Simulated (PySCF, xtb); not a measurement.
C₂H₁₀OSi₃, SMILES O[Si@@H]1C[C@H]([SiH3])[SiH2]1.

GFN2-xTB run with xtb 6.7.1 at its own geometry gives an orbital gap of 3.92 eV and a dipole moment of 0.87 D.

Coordinates come from a B3LYP-D3(BJ)/def2-SVP optimisation. The structure was generated by enumeration; whether it is a known compound was not checked. One conformer was computed; it need not be the lowest.

Problem. What does HF/def2-TZVP in PySCF give? (The exact figures need the calculation; the answer reports its results.)

Solution. gap 12.51 eV (levels -9.86 and 2.65 eV), dipole 0.76 D.
